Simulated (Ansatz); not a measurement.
`O[SiH2][AlH][F]` and `C[SiH2][AlH][F]` differ in one atom or group.

Ansatz, PBE0-D4/def2-TZVP geometries, multiplicity 1. Each molecule was computed in one conformer, which needn't be the lowest.

```tsv
property	`O[SiH2][AlH][F]`
HOMO energy (B3LYP/def2-TZVPP) / eV	-7.35
LUMO energy (B3LYP/def2-TZVPP) / eV	-1.98
zero-point energy (PBE0-D4/def2-TZVP) / kJ/mol	106.0
size of the dipole moment (ωB97M-V/def2-TZVPP) / D	0.84
ideal-gas entropy at 298 K and 1 bar (rigid rotor, harmonic PBE0-D4/def2-TZVP) / J/(mol·K)	350
HOMO–LUMO gap (ωB97M-V/def2-TZVPP) / eV	9.42
```

(1) What does the change do to each property? (Estimate.)

## Answers

(1) The calculation gave: 
```json
{"property": "HOMO energy (B3LYP/def2-TZVPP) / eV", "`C[SiH2][AlH][F]`": "-7.34", "shift": "0.01"}
{"property": "LUMO energy (B3LYP/def2-TZVPP) / eV", "`C[SiH2][AlH][F]`": "-1.86", "shift": "0.12"}
{"property": "zero-point energy (PBE0-D4/def2-TZVP) / kJ/mol", "`C[SiH2][AlH][F]`": "165.0", "shift": "59.0"}
{"property": "size of the dipole moment (ωB97M-V/def2-TZVPP) / D", "`C[SiH2][AlH][F]`": "2.18", "shift": "1.34"}
{"property": "ideal-gas entropy at 298 K and 1 bar (rigid rotor, harmonic PBE0-D4/def2-TZVP) / J/(mol·K)", "`C[SiH2][AlH][F]`": "361", "shift": "11"}
{"property": "HOMO–LUMO gap (ωB97M-V/def2-TZVPP) / eV", "`C[SiH2][AlH][F]`": "9.50", "shift": "0.08"}
```

The zero-point energy changes by 59.0 kJ/mol with +6 modes. Dipoles are sizes alone; their direction can turn. Modes under 60 cm⁻¹, often nearly free rotors, make the harmonic entropy too high.

B3LYP here is the variant with VWN-RPA as its local correlation; programs differ in this.
